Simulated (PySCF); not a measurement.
# Electron correlation in Sb⁺ (antimony, charge +1)

Starting occupation: [Kr] 4d10 5s1 5p3, 5s1/2 with m_j = +1/2, 5p3/2 with m_j = -1/2, +1/2, +3/2. Calculation: PySCF 2.14, in x2c-TZVPall-2c with one added diffuse shell each of s, p, d, f type (9s10p6d3f, 90 functions); X2C-1e with screened-nucleus spin-orbit coupling, Gaussian nucleus. Frozen: [Ar] 3d10; 22 electrons correlated; the 6 highest virtual spinors left out.

MP2 pair energies summed by pair of shells (mhartree):

```json
{"pair": "4d-4d", "energy": "-159.71", "share (%)": "44.8"}
{"pair": "4d-4p", "energy": "-58.30", "share (%)": "16.4"}
{"pair": "4d-5p", "energy": "-52.79", "share (%)": "14.8"}
{"pair": "4p-4p", "energy": "-19.77", "share (%)": "5.5"}
{"pair": "4d-5s", "energy": "-14.76", "share (%)": "4.1"}
{"pair": "4d-4s", "energy": "-14.71", "share (%)": "4.1"}
{"pair": "5p-5p", "energy": "-12.95", "share (%)": "3.6"}
{"pair": "4p-4s", "energy": "-9.74", "share (%)": "2.7"}
{"pair": "4p-5p", "energy": "-5.11", "share (%)": "1.4"}
{"pair": "4p-5s", "energy": "-3.10", "share (%)": "0.9"}
{"pair": "5p-5s", "energy": "-2.86", "share (%)": "0.8"}
{"pair": "4s-4s", "energy": "-1.63", "share (%)": "0.5"}
{"pair": "4s-5p", "energy": "-0.72", "share (%)": "0.2"}
{"pair": "4s-5s", "energy": "-0.35", "share (%)": "0.1"}
```

Total MP2 correlation energy: -356.52 mhartree.

The GHF reference relaxed away from the jj start to a determinant that is no pure jj level (⟨S²⟩ = 5.99, ⟨J²⟩ = 6.00); the energies belong to that determinant.

This basis was not built for core-valence correlation, so the inner-shell part is incomplete.
